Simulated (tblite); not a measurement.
Compound: C7H13NP2.
Numbering: `[N:1]#[C:2][CH2:3][PH:4][CH2:5][PH:6][CH:7]1[CH2:8][CH2:9][CH2:10]1` (hydrogens: H11, H12 on C3; H13 on P4; H14, H15 on C5; H16 on P6; H17 on C7; H18, H19 on C8; H20, H21 on C9; H22, H23 on C10)

Computed with GFN2-xTB (tblite), gas phase: L-BFGS steps from a force-field or distance-geometry start until the largest atomic force falls under 0.01 eV/Å.

Step 34: E = -802.6707 eV
```
atom  x, y, z in Å  |  force x, y, z in eV/Å
N1      4.2965    0.1654   -2.5555   -0.089  -0.053   0.059
C2      4.0274   -0.0577   -1.4663   -0.020   0.031  -0.007
C3      3.7298   -0.3029   -0.0834   -0.092   0.026   0.045
P4      2.0134   -1.0523    0.2102   -0.123   0.173   0.055
C5      1.1078    0.4170    0.9615    0.112  -0.044   0.087
P6     -0.0740    1.3597   -0.1271   -0.015  -0.049   0.031
C7     -1.3534    0.0209   -0.2534   -0.170  -0.014  -0.035
C8     -2.5851    0.3758   -1.1076   -0.053  -0.013  -0.046
C9     -3.4998   -0.1604    0.0052    0.103   0.039  -0.046
C10    -2.2926   -0.1493    0.9588   -0.066  -0.046   0.002
H11     3.8070    0.6451    0.4552    0.040   0.041   0.069
H12     4.4688   -1.0077    0.3147   -0.066   0.005  -0.078
H13     2.3754   -1.5350    1.4761    0.046  -0.061   0.007
H14     1.8166    1.1196    1.4058    0.129   0.053  -0.040
H15     0.4937    0.0455    1.7904    0.015  -0.114  -0.057
H16     0.5237    1.0427   -1.3509    0.102  -0.010  -0.080
H17    -0.8813   -0.9239   -0.5482   -0.013   0.053   0.004
H18    -2.6637   -0.1195   -2.0725    0.016   0.053  -0.043
H19    -2.6782    1.4570   -1.2389   -0.036  -0.125  -0.048
H20    -3.8516   -1.1759   -0.2047    0.036   0.222   0.069
H21    -4.3487    0.4710    0.2769    0.128  -0.112  -0.009
H22    -2.2775    0.7202    1.6187   -0.043  -0.059  -0.026
H23    -2.1587   -1.0554    1.5450    0.061   0.005   0.086
```

Step 35: E = -802.6798 eV
```
atom  x, y, z in Å  |  force x, y, z in eV/Å
N1      4.2720    0.1759   -2.5532   -0.086  -0.041  -0.024
C2      4.0006   -0.0532   -1.4664    0.011   0.042   0.014
C3      3.7110   -0.3027   -0.0843   -0.110   0.020   0.055
P4      1.9967   -1.0422    0.2150   -0.132   0.028  -0.054
C5      1.1012    0.4179    0.9695    0.032   0.043   0.083
P6     -0.0700    1.3717   -0.1273   -0.045  -0.127   0.065
C7     -1.3408    0.0205   -0.2624   -0.137  -0.011   0.006
C8     -2.5772    0.3627   -1.1144   -0.022  -0.008  -0.066
C9     -3.4870   -0.1574    0.0092    0.089   0.044  -0.054
C10    -2.2749   -0.1505    0.9549   -0.053  -0.038   0.019
H11     3.7956    0.6412    0.4583    0.063   0.064   0.091
H12     4.4431   -1.0181    0.3037   -0.017   0.001  -0.057
H13     2.3611   -1.5350    1.4737    0.058  -0.070   0.050
H14     1.8057    1.1120    1.4297    0.169   0.100  -0.028
H15     0.4819    0.0361    1.7885   -0.037  -0.094  -0.044
H16     0.5382    1.0653   -1.3496    0.107  -0.025  -0.062
H17    -0.8558   -0.9207   -0.5520   -0.041   0.084   0.001
H18    -2.6604   -0.1421   -2.0736    0.019   0.002  -0.042
H19    -2.6697    1.4398   -1.2672   -0.045  -0.073  -0.013
H20    -3.8519   -1.1696   -0.1887    0.030   0.197   0.054
H21    -4.3259    0.4855    0.2830    0.110  -0.106  -0.008
H22    -2.2550    0.7163    1.6172   -0.040  -0.014  -0.023
H23    -2.1433   -1.0535    1.5465    0.075  -0.018   0.039
```

Question: Estimate the geometry and energy of step 36. (The exact step hangs on the optimiser's Hessian estimate; all steps are aligned on step 35, rigid shifts and turns removed.)

Answer: E = -802.6874 eV, largest force 0.197 eV/Å
```
atom  x, y, z in Å  |  force x, y, z in eV/Å
N1      4.2475    0.1862   -2.5519   -0.077  -0.030  -0.085
C2      3.9764   -0.0481   -1.4667    0.007   0.045   0.050
C3      3.6911   -0.3028   -0.0850   -0.089   0.027   0.047
P4      1.9779   -1.0339    0.2194   -0.083  -0.097  -0.105
C5      1.0951    0.4196    0.9789   -0.039   0.114   0.067
P6     -0.0672    1.3809   -0.1264   -0.045  -0.149   0.053
C7     -1.3309    0.0206   -0.2703   -0.047  -0.002   0.037
C8     -2.5697    0.3500   -1.1222    0.017  -0.007  -0.063
C9     -3.4730   -0.1531    0.0123    0.048   0.034  -0.041
C10    -2.2587   -0.1520    0.9519   -0.013  -0.019   0.025
H11     3.7849    0.6377    0.4622    0.071   0.058   0.095
H12     4.4192   -1.0272    0.2922    0.005   0.001  -0.039
H13     2.3478   -1.5366    1.4732    0.052  -0.066   0.045
H14     1.7982    1.1062    1.4515    0.162   0.110  -0.019
H15     0.4673    0.0265    1.7854   -0.057  -0.055  -0.020
H16     0.5533    1.0872   -1.3497    0.087  -0.038  -0.003
H17    -0.8322   -0.9153   -0.5549   -0.063   0.077  -0.011
H18    -2.6559   -0.1657   -2.0749    0.017  -0.037  -0.036
H19    -2.6621    1.4225   -1.2942   -0.053  -0.008   0.000
H20    -3.8512   -1.1597   -0.1725    0.008   0.100   0.019
H21    -4.3022    0.4975    0.2888    0.057  -0.050   0.001
H22    -2.2340    0.7125    1.6159   -0.037   0.023  -0.013
H23    -2.1263   -1.0533    1.5470    0.072  -0.029  -0.005
```

The energy changes by -0.0075 eV. The first-order estimate −F·Δx gives -0.0106 eV and the mean of the old and new forces, exact on a quadratic surface, -0.0075 eV. The step makes an angle of 79° with the force vector and moves no atom by more than 0.033 Å.

What follows is the cost of the whole relaxation. Hardware: one thread, Arm Neoverse V2 (aarch64), shared host with 32 logical CPUs at a one-minute load of 16. Cost: 1.1 s of wall time.
